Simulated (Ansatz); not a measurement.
Consider the formal hydrolysis of a C–C bond: `Cc1cccc(N)c1` + H₂O → `Nc1cccc(O)c1` + CH₄.

Calculated with Ansatz (gas phase, PBE0-D4/def2-TZVP geometries, no zero-point term in ΔE). CCSD(T)/CBS adds triple-zeta CCSD(T) − MP2 to the extrapolated MP2 energy (def2 sets, frozen cores). This one scheme is used for every species. Functionals use def2-TZVPP. B3LYP here is the variant with VWN-RPA as its local correlation; programs differ in this. One conformer a species, not always the lowest.

```
   level  ΔE (kJ/mol)
BHLYP-D4         12.8
   B3LYP          5.7
```

What does CCSD(T)/CBS give? (Estimate.)

The calculation gave: +24.9 kJ/mol. The listed levels differ from it by -12.1, -19.2 kJ/mol.

Largest T1 diagnostic among the species: 0.012.

In def2-TZVPP, CCSD(T) changes the Hartree–Fock value by +12.3 kJ/mol (the triples alone add +0.3 kJ/mol) and MP2 by +19.8 kJ/mol. From PBE to PBE0 (25 % exact exchange), in def2-TZVPP and without D4, ΔE moves by +4.5 kJ/mol.
